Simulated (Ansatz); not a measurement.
A nudged elastic band was laid between two geometries of Cl2FHOZr + ClH (8 atoms, charge 0, multiplicity 1).

Level of theory: RHF/def2-SVP in Ansatz 0.2.0.

```yaml
movable_images: 5
climbing_image: yes
spring: 5.0 eV/Å²
optimiser: quadratic models (default)
start_path: through a guess of the saddle point
force_threshold: 0.03 eV/Å
iteration_limit: 60
end_points: relaxed
```

Image 0:

```xyz
8
Properties=species:S:1:pos:R:3
Zr -0.249 -0.199 -0.015
O -0.766 -0.466 1.779
H -1.010 -0.537 2.686
Cl 2.134 -0.137 -0.267
Cl -1.325 1.686 -0.992
F -0.839 -1.718 -0.981
Cl 1.275 2.659 2.089
H 2.369 2.250 1.578
```

Image 6:

```xyz
8
Properties=species:S:1:pos:R:3
Zr 0.582 0.373 -0.030
O -0.529 0.495 2.046
H -1.015 -0.247 2.386
Cl 1.895 -0.140 -1.939
Cl -1.169 1.693 -0.944
F 0.058 -1.411 0.401
Cl 2.192 1.627 1.233
H -0.425 1.150 2.724
```

Question: Which bonds break or form, and what moves?

Answer: Bonds broken: Cl7–H8. Bonds formed: Zr1–Cl7, O2–H8. Cl2FHOZr + ClH becomes Cl3FH2OZr.

Question: What energy profile does the band end with?

Answer: The forces met the threshold. The highest image is number 3 of 0 to 6, 0.53 eV above the first end and 1.42 eV above the last; the last end lies 0.89 eV below the first. Neighbouring images differ by up to 1.3 eV, so the band resolves the path poorly. A vibrational analysis at the climbing image gives one clearly imaginary mode, 1207i cm⁻¹: a first-order saddle point. The orbitals stay closed-shell, which can raise the energy where a bond breaks towards radicals; this wasn't checked here.

```json
{"image": "0", "path coordinate (Å)": "0.00", "energy (eV)": "0.00", "Cl7–H8 (Å)": "1.27", "Zr1–Cl7 (Å)": "3.86", "O2–H8 (Å)": "4.15"}
{"image": "1", "path coordinate (Å)": "1.17", "energy (eV)": "0.04", "Cl7–H8 (Å)": "1.27", "Zr1–Cl7 (Å)": "3.51", "O2–H8 (Å)": "3.51"}
{"image": "2", "path coordinate (Å)": "2.35", "energy (eV)": "0.08", "Cl7–H8 (Å)": "1.27", "Zr1–Cl7 (Å)": "3.33", "O2–H8 (Å)": "2.54"}
{"image": "3", "path coordinate (Å)": "3.52", "energy (eV)": "0.53", "Cl7–H8 (Å)": "1.46", "Zr1–Cl7 (Å)": "2.82", "O2–H8 (Å)": "1.32"}
{"image": "4", "path coordinate (Å)": "4.56", "energy (eV)": "-0.74", "Cl7–H8 (Å)": "2.49", "Zr1–Cl7 (Å)": "2.46", "O2–H8 (Å)": "0.95"}
{"image": "5", "path coordinate (Å)": "5.61", "energy (eV)": "-0.82", "Cl7–H8 (Å)": "2.78", "Zr1–Cl7 (Å)": "2.43", "O2–H8 (Å)": "0.95"}
{"image": "6", "path coordinate (Å)": "6.65", "energy (eV)": "-0.89", "Cl7–H8 (Å)": "3.05", "Zr1–Cl7 (Å)": "2.40", "O2–H8 (Å)": "0.95"}
```

Question: What is the geometry of the highest image?

Answer: 
```xyz
8
Properties=species:S:1:pos:R:3
Zr 0.168 0.266 -0.023
O -0.154 0.074 1.996
H -0.583 -0.528 2.589
Cl 2.295 -0.244 -0.927
Cl -1.101 1.829 -1.267
F -0.772 -1.332 -0.383
Cl 1.234 2.284 1.636
H 0.502 1.190 2.258
```

The run took 3.4 min on 2 threads of Intel(R) Xeon(R) 6975P-C (Granite Rapids), on a shared host, peak memory 0.33 GiB.
